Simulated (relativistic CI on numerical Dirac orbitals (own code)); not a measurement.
Magnetism of Rh²⁺, 4d7, in a crystal field

Calculated by Dirac-Coulomb-Breit CI, KLI orbitals optimised for each configuration, model QED, valence Slater integrals scaled by 0.9, one configuration in a parametric crystal field (own radial code). With so little scaling, terms lie 10 to 35 % too far apart, which can change the order of excited levels.

Field parameters in Wybourne normalisation: D3d B²₀ = −7Dσ, B⁴₀ = −14Dq − 21Dτ, B⁴₃ = −14√(10/7) Dq; D4h B²₀ = −7Ds, B⁴₀ = 21(Dq − Dt), B⁴₄ = 21√(5/14) Dq; Td as Oh with Dq negative (B⁴₀ = 21Dq, B⁴₄ = √(5/14) B⁴₀). The field is a parameter set, without covalency.

S is read from ⟨S²⟩ = S(S + 1).

Powder χT (cm³ K mol⁻¹) by Van Vleck's formula, with temperature-independent terms:

| Field | 2 K | 5 K | 10 K | 20 K | 50 K | 100 K | 200 K | 300 K |
| --- | --- | --- | --- | --- | --- | --- | --- | --- |
| D3d, 10Dq = 30750, Dσ = 590, Dτ = 70 cm⁻¹ | 0.149 | 0.172 | 0.21 | 0.281 | 0.39 | 0.433 | 0.457 | 0.471 |
| D4h, 10Dq = 11250, Ds = 1620, Dt = 270 cm⁻¹ | 1.92 | 1.93 | 1.95 | 1.99 | 2.11 | 2.32 | 2.68 | 2.91 |
| D4h, 10Dq = 13850, Ds = 10, Dt = 440 cm⁻¹ | 2.21 | 2.22 | 2.24 | 2.28 | 2.39 | 2.58 | 2.92 | 3.16 |
| D4h, 10Dq = 27650, Ds = 1040, Dt = 1180 cm⁻¹ | 0.502 | 0.503 | 0.503 | 0.505 | 0.51 | 0.518 | 0.534 | 0.55 |
| D4h, 10Dq = 34000, Ds = -1010, Dt = 640 cm⁻¹ | 0.44 | 0.44 | 0.441 | 0.442 | 0.446 | 0.452 | 0.464 | 0.476 |
| Td, 10Dq = -4800 cm⁻¹ | 3.04 | 3.04 | 3.04 | 3.05 | 3.06 | 3.08 | 3.12 | 3.16 |
| Td, 10Dq = -6550 cm⁻¹ | 2.76 | 2.77 | 2.77 | 2.77 | 2.78 | 2.8 | 2.83 | 2.86 |
| Td, 10Dq = -6650 cm⁻¹ | 2.75 | 2.75 | 2.76 | 2.76 | 2.77 | 2.78 | 2.81 | 2.84 |

(1) For Td, 10Dq = -6550 cm⁻¹: what effective moment follows at 300 K?

Results:

(1) μ_eff = √(8χT) = 4.78 μB. The ground level has S = 1.49; the spin-only moment for S = 3/2 is 3.88 μB. The difference comes from the orbital moment, spin-orbit mixing of terms and temperature-independent paramagnetism, all larger in this ionic model than in covalent complexes.
